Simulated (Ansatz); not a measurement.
`[OH][GaH][GaH2]` + H–F → `[OH][GaH][F]` + `[GaH3]` at 700 K and 1 bar (cleavage of the Ga–Ga bond).

Program: Ansatz. Geometries: PBE0-D4/def2-TZVP. ΔE: electronic, gas phase. CCSD(T)/CBS is the MP2 limit (def2-TZVPP, def2-QZVPP) plus CCSD(T) − MP2 in def2-TZVPP, frozen cores. This one scheme is used for every species. For Ga outer-core shells are correlated without core-valence functions, which leaves a few kJ/mol of doubt a bond. Scalar relativity is left out up to krypton. One conformer a species, not always the lowest.

```tsv
species	CCSD(T)/CBS energy (Eh)	H − E (kJ/mol)	S (J/(mol·K))
`[OH][GaH][GaH2]`	-3925.47057	152.5	433.7
H–F	-100.39570	45.2	198.5
`[OH][GaH][F]`	-2100.17635	104.9	355.2
`[GaH3]`	-1925.70545	80.8	262.3
```

H − E and S are ideal-gas, rigid-rotor, harmonic terms from PBE0-D4/def2-TZVP, for one conformer and one mirror image of each species. 1 Eh = 2625.50 kJ/mol, R = 8.31446 J/(mol·K).

**Question.** By hand: ΔE, ΔH, ΔS and ΔG.

**Answer.** ΔE = (-2100.17635) + (-1925.70545) − (-3925.47057) − (-100.39570) = -0.01553 Eh = -40.8 kJ/mol. Δ(H − E) = 104.9 + 80.8 − 152.5 − 45.2 = -12.0, so ΔH = -52.8 kJ/mol. ΔS = 355.2 + 262.3 − 433.7 − 198.5 = -14.7 J/(mol·K). ΔG = -52.8 − 700 × (-14.7)/1000 = -42.5 kJ/mol.

**Question.** By hand: the equilibrium constant, and the temperature at which ΔG would vanish if ΔH and ΔS stayed fixed.

**Answer.** log₁₀ K = −ΔG/(RT ln 10) = 3.2. ΔG = 0 at ΔH/ΔS = 3592 K, far beyond where these terms or the molecules hold.

The number of gas molecules stays the same, so ΔS is small and ΔH decides. A doubt of 5 kJ/mol in ΔE shifts log₁₀ K by 0.4 here. Other conformers and mirror images would add mixing entropy, several J/(mol·K) or more a flexible species. These are equilibria of isolated gas molecules and say nothing of rates. Largest T1 diagnostic: 0.015 (customary marks: 0.02 for closed shells, 0.045 for open ones).
